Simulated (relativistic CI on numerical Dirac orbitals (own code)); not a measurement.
Computed by Dirac-Coulomb-Breit CI, orbitals from a KLI potential per configuration, a model potential for QED, unscaled Slater integrals (own radial code, finite nucleus).

The strongest absorption lines from the ground level of an ion, among the configurations computed and to levels below about 290 eV (vacuum wavelength in Å, gf): 45.881 (0.42), 45.938 (0.7), 62.238 (0.42), 87.804 (0.48), 88.328 (7), 90.975 (1.9), 91.862 (9.3), 93.559 (0.73).

(1) Which ion is it?
A. La²⁰⁺
B. Cs¹⁸⁺
C. Pr²²⁺
D. Pm²⁴⁺

Answers

(1) A. La²⁰⁺ has 37 electrons and the ground level 4s²4p⁶4d ²D3/2; the strongest line goes to 4s²4p⁵4d² ²F°5/2. The pattern of lines fixes the number of electrons, and along that sequence the line energies rise steadily with the charge (about as its square where n changes within one kind of shell, about linearly where n is kept but much faster in heavy ions where fine structure, which grows about as Z⁴, sets the gap, and irregularly where shells cross), which fixes Z. Configurations outside the model, such as inner-shell arrays, can give stronger lines. At this charge energies of transitions that change n are usually good to better than 1 %, and those within a shell (Δn = 0) to a few per cent.

LS names give the leading component of a level, which can be under half, so a name can repeat, a term be missing and a line seem to break the LS rules.
